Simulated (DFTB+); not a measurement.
DFTB+ input (SCC-DFTB): The folder sk holds the Slater-Koster set scc that CP2K ships.

```
Geometry = xyzFormat {
6

S      0.08993900     0.00028500    -0.00039200
H     -1.22735200    -0.00389600     0.00534800
H     -0.05803800     1.64023700     0.02031800
H     -0.04779900    -1.64057300    -0.01985700
H     -0.04570700    -0.02023300     1.64062800
H     -0.06013000     0.01989700    -1.64016700
}
Hamiltonian = DFTB {
  SCC = Yes
  SCCTolerance = 1e-8
  MaxSCCIterations = 300
  Charge = -1
  SlaterKosterFiles = Type2FileNames {
    Prefix = "sk/"
    Separator = ""
    Suffix = ".spl"
    LowerCaseTypeName = Yes
  }
  MaxAngularMomentum {
    H = "s"
    S = "d"
  }
  Filling = Fermi { Temperature [K] = 0 }
}
ParserOptions { ParserVersion = 14 }
```

Output:

```
|===============================================================================
|
|
|  Copyright (C) 2006 - 2025  DFTB+ developers group
|
|===============================================================================
|
|  When publishing results obtained with DFTB+, please cite the following
|  reference:
|
|    Recent Developments in DFTB+, a Software Package for Efficient Atomistic
|    Quantum Mechanical Simulations, J. Phys. Chem. A 129, 5373−5390 (2025).
|    [https://doi.org/10.1021/acs.jpca.5c01146]
|
|  You should also cite additional publications crediting the parametrization
|  data you use. Please consult the documentation of the SK-files for the
|  references.
|
|===============================================================================

Reading input file 'dftb_in.hsd'
Parser version: 14

--------------------------------------------------------------------------------
Reading SK-files:
./sk/ss.spl
./sk/sh.spl
./sk/hh.spl
Done.

Processed input in HSD format written to 'dftb_pin.hsd'

Starting initialization...
--------------------------------------------------------------------------------
WARNING!
-> Dipole printed for a charged system : origin dependent quantity
Mode:                        Static calculation
Self consistent charges:     Yes
SCC-tolerance:                 0.100000E-07
Max. scc iterations:                    300
Shell resolved Hubbard:      No
Spin polarisation:           No
Nr. of up electrons:             6.000000
Nr. of down electrons:           6.000000
Periodic boundaries:         No
Electronic solver:           Relatively robust
Mixer:                       Broyden mixer
Mixing parameter:                  0.200000
Nr. of chrg. vec. in memory:            300
Max. SCC-cycles:                        300
Electronic temperature:              0.100000E-07 H      0.272114E-06 eV
Initial charges:             Set automatically (system chrg:  -0.100E+01)
Included shells:             S:  s, p, d
                             H:  s
Extra options:
                             Mulliken analysis

--------------------------------------------------------------------------------

***  Geometry step: 0

 iSCC Total electronic   Diff electronic      SCC error
    1   -0.39776472E+01    0.00000000E+00    0.13574331E+01
    2   -0.40090676E+01   -0.39776472E+01    0.79386069E+00
    3   -0.40271509E+01   -0.31420441E-01    0.47382912E-01
    4   -0.40271304E+01   -0.18083310E-01    0.56707993E-01
    5   -0.40272396E+01    0.20518442E-04    0.33217668E-02
    6   -0.40272399E+01   -0.10919483E-03    0.36930600E-04
    7   -0.40272399E+01   -0.31472196E-06    0.17713135E-07
>> Charges saved for restart in charges.bin
    8   -0.40272399E+01   -0.39044323E-10    0.43202713E-08

Total Energy:                       -4.0279986539 H         -109.6074 eV
Extrapolated to 0K:                 -4.0279986539 H         -109.6074 eV
Total Mermin free energy:           -4.0279986539 H         -109.6074 eV
Force related energy:               -4.0279986539 H         -109.6074 eV

 Fermi distribution function

Calculation with static geometry

********************************************************************************
 iSCC Total electronic   Diff electronic      SCC error
    8   -0.40272399E+01   -0.39044323E-10    0.43202713E-08
********************************************************************************

 Total charge:    -1.00000000

 Atomic gross charges (e)
 Atom           Charge
    1       0.08752457
    2       0.01750338
    3      -0.27625730
    4      -0.27625664
    5      -0.27625702
    6      -0.27625699

Nr. of electrons (up):     12.00000000
Atom populations (up)
 Atom       Population
    1       5.91247543
    2       0.98249662
    3       1.27625730
    4       1.27625664
    5       1.27625702
    6       1.27625699

l-shell populations (up)
 Atom Sh.   l       Population
    1   1   0       1.77226659
    1   2   1       3.52873383
    1   3   2       0.61147501
    2   1   0       0.98249662
    3   1   0       1.27625730
    4   1   0       1.27625664
    5   1   0       1.27625702
    6   1   0       1.27625699

Orbital populations (up)
 Atom Sh.   l   m       Population  Label
    1   1   0   0       1.77226659  s
    1   2   1  -1       1.06280150  p_y
    1   2   1   0       1.06280456  p_z
    1   2   1   1       1.40312777  p_x
    1   3   2  -2      -0.00071820  d_xy
    1   3   2  -1       0.00015012  d_yz
    1   3   2   0       0.27844703  d_z2
    1   3   2   1      -0.00070592  d_xz
    1   3   2   2       0.33430198  d_x2-y2
    2   1   0   0       0.98249662  s
    3   1   0   0       1.27625730  s
    4   1   0   0       1.27625664  s
    5   1   0   0       1.27625702  s
    6   1   0   0       1.27625699  s

Fermi level:                         0.1950931502 H            5.3088 eV
Band energy:                        -0.9654218463 H          -26.2705 eV
TS:                                  0.0000000000 H            0.0000 eV
Band free energy (E-TS):            -0.9654218463 H          -26.2705 eV
Extrapolated E(0K):                 -0.9654218463 H          -26.2705 eV
Input / Output electrons (q):     12.0000000000     12.0000000000

Energy H0:                          -4.1614717994 H         -113.2394 eV
Energy SCC:                          0.1342319058 H            3.6526 eV
Total Electronic energy:            -4.0272398936 H         -109.5868 eV
Repulsive energy:                   -0.0007587604 H           -0.0206 eV
Total energy:                       -4.0279986539 H         -109.6074 eV
Extrapolated to 0:                  -4.0279986539 H         -109.6074 eV
Total Mermin free energy:           -4.0279986539 H         -109.6074 eV
Force related energy:               -4.0279986539 H         -109.6074 eV

Non-constrained calculation

SCC converged

Warning: dipole moment is not defined absolutely!
Dipole moment:    0.08478348    0.00026702   -0.00036938 au
Dipole moment:    0.21549813    0.00067871   -0.00093886 Debye
```

The dipole moment of an ion depends on the origin.

The geometry given is a B3LYP-D3(BJ)/def2-TZVP minimum.
